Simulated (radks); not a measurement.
Values are calculated unless marked as measured or tabulated.
All-electron atom: Mn in [Ar] 3d5 4s2. Level of theory: Dirac Kohn-Sham, HCTH/407, spin-unpolarised, spherical densities, point nucleus; open shells are shared between the two j in proportion to 2j + 1 (a radial shooting solver on a logarithmic mesh with Libxc functionals).

Radial electron density D(r) = 4 pi r^2 rho(r):

```
   r/bohr * D(r) (the largest magnitude, 33, reaches the edge; | marks zero)
 0.007823 |         *
  0.01027 |              *
  0.01348 |                    *
  0.01783 |                             *
  0.02341 |                                      *
  0.03073 |                                             *
  0.04033 |                                                 *
  0.05294 |                                               *
  0.06948 |                                          *
   0.0912 |                                      *
   0.1197 |                                         *
   0.1571 |                                                  *
   0.2062 |                                                      *
   0.2707 |                                           *
   0.3553 |                          *
   0.4664 |                  *
   0.6122 |                      *
   0.8036 |                       *
    1.055 |                *
    1.396 |       *
    1.832 |   *
    2.404 | *
    3.156 |*
    4.143 |*
    5.438 *
    7.137 *
    9.368 *
```

D(r) has 3 maxima, at r = 0.0423, 0.195, 0.730 bohr, and minima at 0.0934, 0.466 bohr, inside which lie 2.13, 10.59 electrons.
